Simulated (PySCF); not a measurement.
Compound: BEt2Me, C₅H₁₃B.
Cartesian coordinates in Å at the PBE0-D3(BJ)/def2-SVP level; atoms count from 1:
```
atom  x, y, z in Å
B1    -0.1684   -0.3084    0.0175
C2     1.4090   -0.3343   -0.0711
C3     1.9724   -0.2490    1.3556
H4     1.7814    0.5288   -0.6505
H5     1.7885   -1.2483   -0.5579
H6     3.0736   -0.2274    1.3592
H7     1.6270    0.6590    1.8760
H8     1.6632   -1.1116    1.9676
C9    -0.9143    1.0792    0.0957
C10   -1.3734    1.4413   -1.3261
H11   -0.2607    1.8809    0.4785
H12   -1.7984    1.0285    0.7536
H13   -1.9078    2.4040   -1.3492
H14   -0.5206    1.5271   -2.0189
H15   -2.0540    0.6798   -1.7400
C16   -0.9686   -1.6628   -0.0051
H17   -2.0462   -1.5820    0.1999
H18   -0.5244   -2.3858    0.7011
H19   -0.8410   -2.1257   -1.0013
```

The closed-shell ground state was solved at several levels (PySCF, density fitting, gas phase, non-relativistic).

```csv
level,basis functions,HOMO (eV),LUMO (eV),gap (eV),dipole (D)
KT2/pcSseg-1,167,-6.66,-1.46,5.20,0.08
B3LYP/pcJ-1,292,-7.74,-0.56,7.18,0.07
PBE0/pcSseg-1,167,-7.92,-0.35,7.57,0.08
```

**Question.** What might PBE0/def2-SVPD (224 basis functions) give for the same quantities?

**Answer.** HOMO -7.91 eV, LUMO -0.35 eV, gap 7.56 eV, dipole 0.07 D.

**Question.** How far do the dipole and the HOMO energy spread over the levels?

**Answer.** The dipole runs from 0.07 to 0.08 D (mean 0.08 D) and the HOMO from -7.92 to -6.66 eV.

One conformer stands for the species.
